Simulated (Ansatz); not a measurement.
Program: Ansatz. Geometries: PBE0-D4/def2-TZVP. ΔE: electronic, gas phase. CCSD(T)/CBS is the MP2 limit (def2-TZVPP, def2-QZVPP) plus CCSD(T) − MP2 in def2-TZVPP, frozen cores. This one scheme is used for every species. Functionals use def2-TZVPP. Each species was taken in one conformer, which may not be the lowest.

`CC[SiH2]P` + H₂S → `CCS` + `[SiH3]P`  (substitution at a C–Si bond)

`CC[SiH2]P`:

Cartesian coordinates in Å:
```
C 1.312 1.074 0.224
C 0.127 0.943 -0.728
Si -1.166 -0.295 -0.162
P -0.222 -2.341 0.010
H 2.024 1.827 -0.124
H 1.857 0.131 0.317
H 0.989 1.366 1.227
H 0.468 0.645 -1.726
H -0.372 1.910 -0.853
H -1.767 0.152 1.126
H -2.256 -0.410 -1.171
H -1.376 -2.928 0.593
H 0.382 -2.075 1.268
```

H₂S:

Cartesian coordinates in Å:
```
S -0.061 -0.214 0.578
H 0.949 -0.196 -0.305
H -0.888 0.411 -0.273
```

`CCS`:

Cartesian coordinates in Å:
```
C -0.181 -0.510 -0.797
C -0.409 0.314 0.452
S 1.011 1.328 0.942
H 0.102 0.126 -1.638
H -1.088 -1.059 -1.066
H 0.619 -1.239 -0.645
H -1.211 1.040 0.297
H -0.707 -0.312 1.296
H 1.864 0.313 1.158
```

`[SiH3]P`:

```xyz
7

Si    0.208   -0.623    0.490
P     0.110    1.437   -0.423
H    -0.190   -0.512    1.917
H     1.617   -1.090    0.417
H    -0.667   -1.621   -0.180
H    -1.310    1.452   -0.467
H     0.232    0.956   -1.754
```

Task: Is it downhill or uphill in electronic energy at CCSD(T)/CBS, and by how much? (An estimate is asked.)

Result: Computed: Uphill: ΔE = +41.9 kJ/mol.

Task: What do these levels give: r2SCAN-D4, B97M-V, PBE0-D4, LC-ωPBE, RPA@PBE/def2-TZVPP, CCSD(T)/def2-TZVPP? (Best estimate.)

Result: The calculation gave: r2SCAN-D4 41.4, B97M-V 41.7, PBE0-D4 41.1, LC-ωPBE 40.3, RPA@PBE/def2-TZVPP 39.3, CCSD(T)/def2-TZVPP 42.2 kJ/mol.

Task: What do rigid-rotor, harmonic-oscillator terms from PBE0-D4/def2-TZVP frequencies (298.15 K, 1 bar) make of the CCSD(T)/CBS value? (Best estimate.)

Result: Ansatz gave: ΔZPE = +4.1 kJ/mol, ΔH = +43.3 kJ/mol, ΔS = 8 J/(mol·K), ΔG = +41.0 kJ/mol.

Largest T1 diagnostic among the species: 0.013.

From BLYP to BHLYP (50 % exact exchange), in def2-TZVPP and without D4, ΔE moves by +3.7 kJ/mol. Leaving LDA and LC-ωPBE aside and taking each functional with its dispersion term where it has one, the values, not all of them listed here, spread over 4.7 kJ/mol, from B2PLYP to ωB97M-V. LDA lies +4.8 kJ/mol from PBE without D4.
